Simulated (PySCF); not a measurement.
**Ionisation energy of Tl²⁺ by level of theory**

Tl²⁺ [Xe] 4f14 5d10 6s1 [6s1/2^1, M_J = 1/2] → Tl³⁺ [Xe] 4f14 5d10, as a difference of total energies. All numbers are calculated (PySCF 2.14, the two-component X2C-1e Hamiltonian, in x2c-TZVPall-2c). Correlated levels: [Kr] 4d10 4f14 frozen; the 24 highest virtual spinors dropped. "Screened" scales the spin-orbit matrix elements by Boettger's factors to mimic the two-electron term; Breit and QED terms are absent.

Problem. Order these methods by the ionisation energy they give, lowest first.
A. GHF (spin-free)
B. GMP2 (spin-free)
C. GHF (screened spin-orbit)
D. GMP2 (screened spin-orbit)

Solution. A (28.224 eV), C (28.248 eV), B (29.808 eV), D (29.836 eV).

Errors of the correlated levels include the incompleteness of this basis and the frozen core.

For comparison: 29.852 eV (measured; NIST Atomic Spectra Database, ionization energies).
